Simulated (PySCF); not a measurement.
# Multinuclear NMR of C6H12N2Si

Bonds (- single, = double, # triple, : aromatic): C1=C2, C2-C3, C3-C4, C4-N5, N5-Si6, N5-N7, N7=C8, C8-C9, C8-C3. C1 carries H10, H11; C2 carries H12; C3 carries H13; C4 carries H14, H15; Si6 carries H16, H17, H18; C9 carries H19, H20, H21. Stereochemistry as in C=C[C@H]1CN([SiH3])N=C1C. H15 is cis to C2 on the ring; H10 is cis to C3; H14 is trans to C2 on the ring; H11 is trans to C3.

Averaged over atoms made equivalent by symmetry, fast rotation or ring inversion, non-relativistic Hamiltonian, in vacuum, single conformer. Shielding tensors at PBE0/pcSseg-1 (GIAO); GFN2-xTB structure; PySCF.

Task: What are the 29Si shifts?

Result: 
```json
{"atoms": "Si6", "environment": "silicon bonded to N, 3 H", "σ (ppm)": "405.6", "δ (ppm)": "-53.5"}
```

Shieldings were converted by a linear fit to measured shifts: 29Si: δ = 279.94 − 0.822σ (rms 8.9 ppm, 72 shifts, 25.8 ppm with the 6 outliers that the fit left out vs TMS, solution or neat liquid). Occasional misses reach two or three times the rms, and more in compound classes unlike the fitted ones.

On a 500 MHz spectrometer 29Si resonates near 99.3 MHz, so 1 ppm is 99.3 Hz.

Task: What are the 15N shifts?

Result: 
```tsv
atoms	environment	σ (ppm)	δ (ppm)
N7	imine nitrogen	-108.8	-47.8
N5	nitrogen bonded to O or N	144.3	-281.0
```

Shieldings were converted by a linear fit to measured shifts: 15N: δ = -148.07 − 0.921σ (rms 6.3 ppm, 71 shifts vs CH3NO2, solution or neat liquid). A few per cent of atoms miss by over 2 rms, more outside the fitted compound classes.

On a 400 MHz spectrometer 15N resonates near 40.5 MHz, so 1 ppm is 40.5 Hz.
